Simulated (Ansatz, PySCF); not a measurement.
Molecule: C3Si (charge 0, singlet). 
Geometry from a B3LYP-D3(BJ)/def2-TZVP (Ansatz, a quantum-chemistry and plane-wave program) optimisation:
SMILES: [C]1[c+]2[c+]1[si-2]2
```xyz
4

Si    -1.1780     0.0195     0.0025
C      0.5192     0.7250     0.0011
C      0.4949    -0.7417    -0.0032
C      1.7345    -0.0287    -0.0036
```

Dipole moments at this geometry, in debye (magnitudes).

```
level                    program  dipole (D)
-----------------------  -------  ----------
SVWN5/def2-TZVPD          Ansatz        4.09
PBE/def2-TZVPD             PySCF        3.98
BP86/def2-TZVPD            PySCF        4.00
TPSS/def2-TZVPD            PySCF        3.92
r2SCAN/def2-TZVPD         Ansatz        3.97
B97M-V/def2-TZVPD         Ansatz        3.97
PBE0/def2-TZVPD           Ansatz        4.10
M06-2X/def2-TZVPD          PySCF        4.30
HSE06/def2-TZVPD          Ansatz        4.10
CCSD(T)/aug-cc-pV(D+d)Z   Ansatz        4.07
```
